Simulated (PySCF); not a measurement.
C7H7O2 (doublet state).
Z-matrix (Å and degrees, GFN2-xTB geometry), rows numbered from 1:
```
C 
C   1  1.3592
C   2  1.4061  1  120.92
C   3  1.4234  2  124.79  1  -179.14
O   4  1.2213  3  126.45  2  -171.04
C   4  1.5346  3  113.15  2     9.55
O   6  1.1973  4  124.22  3   135.30
C   6  1.5095  4  110.29  3   -43.77
C   2  1.5074  1  120.08  3   178.99
H   1  1.0758  2  121.50  3  -177.01
H   1  1.0753  2  121.29  3     1.78
H   3  1.0817  2  118.64  1    -5.36
H   8  1.0919  6  109.38  4   -53.35
H   8  1.0908  6  109.82  4  -173.46
H   9  1.0946  2  108.28  1    81.80
H   9  1.0913  2  110.11  1   -35.48
```

The hyperfine couplings belong to this conformer and change with its torsions.

The species is `C1CC([CH2])=CC(=O)C1=O` [radical].

Method: UKS B3LYP, pcH-1 on C H O, non-relativistic, mean-field spin-orbit, GIAO (PySCF 2.14.0). The structure is a single GFN2-xTB conformer in the gas phase; no vibrational or solvent corrections. A GFN2-xTB geometry isn't a minimum of the functional, and hyperfine couplings can be far from their values at a DFT geometry. No stability test was run, so a lower SCF solution isn't excluded. ⟨S²⟩ is 0.782 where a pure state has 0.75.

Largest spin populations (Mulliken): C1 (+0.58), C3 (+0.54), O5 (+0.25) and C2 (-0.22). Three atoms exceed +0.15. The positive populations add up to 1.39 and the negative ones to -0.39, together 2S = 1. The angles at C1 add up to 360.0°, so it is planar.

Q: McConnell's relation a(H) = Q·ρ ties the coupling of a proton on a planar π carbon to the spin population of that carbon. What Q do the computed values give?

A: 
```json
{"H": "H10", "C": "C1", "ρ(C)": "+0.576", "a(H) (G)": "-12.69", "a/ρ (G)": "-22.0"}
{"H": "H11", "C": "C1", "ρ(C)": "+0.576", "a(H) (G)": "-12.15", "a/ρ (G)": "-21.1"}
{"H": "H12", "C": "C3", "ρ(C)": "+0.543", "a(H) (G)": "-11.61", "a/ρ (G)": "-21.4"}
```

A least-squares line through the origin gives Q = -21.5 G with Mulliken populations.

Couplings in gauss use g_iso = 2.0046.
